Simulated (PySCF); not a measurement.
C2H7NOSi2, SMILES [SiH2]1OC(=NC1)[SiH3].

Geometry: PBE0-D3(BJ)/def2-SVP. The structure was generated by enumeration, and PubChem lists no compound with its InChIKey, so it may never have been made. One conformer was computed; it need not be the lowest.

Calculation: CAM-B3LYP/def2-TZVP (PySCF).

Gas-phase values at a fixed geometry.

Task: Estimate the frontier levels, gap, dipole moment and polarisability. (The exact figures need the calculation; the answer reports its results.)

Result: 
The highest occupied level is -8.80 eV and the lowest empty level is 0.79 eV. The orbital gap is 9.59 eV, the dipole moment comes out as 1.65 D and the quadrupole, principal values (traceless, Buckingham form, about the centre of nuclear charge) is -7.84, -0.49, 8.33 D·Å. The mean static polarisability comes out as 82.9 bohr³ (12.28 Å³) and the polarisability, principal values is 67.0, 81.6, 100.1 bohr³.
